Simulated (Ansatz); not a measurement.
Input for Ansatz (a quantum-chemistry and plane-wave program): U-r2SCAN/def2-TZVPP on BiBrH2 (SMILES [Br][BiH2]), a point of a bond scan (R = 3.602 Å). Elements past Kr take the def2 small-core potentials; no spin–orbit coupling.

Ansatz 0.2 input:
```yaml
crystal:
  periodic: [false, false, false]
  atoms:
    - {symbol: Bi, position_ang: [-0.43377418, -0.48629616, 0.40451161]}
    - {symbol: H, position_ang: [-3.36348614, 0.17306748, -1.58520933]}
    - {symbol: H, position_ang: [-0.03488637, -1.88034559, -0.66401785]}
    - {symbol: Br, position_ang: [1.08390780, 1.21141547, -0.92343133]}
basis:
  gaussian:
    orbitals: def2-TZVPP
hamiltonian:
  xc: {name: r2SCAN}
magnetization: {spin_polarized: true, initial_magnetization: 0}
```

What total energy does the run end on?

-2790.0095 hartree. Its determinant has ⟨S²⟩ = 0.88, a mixture of spin states.

How many basis functions does it have, and what does it roughly cost on one machine?

126 functions; around 30 core-seconds (rough).
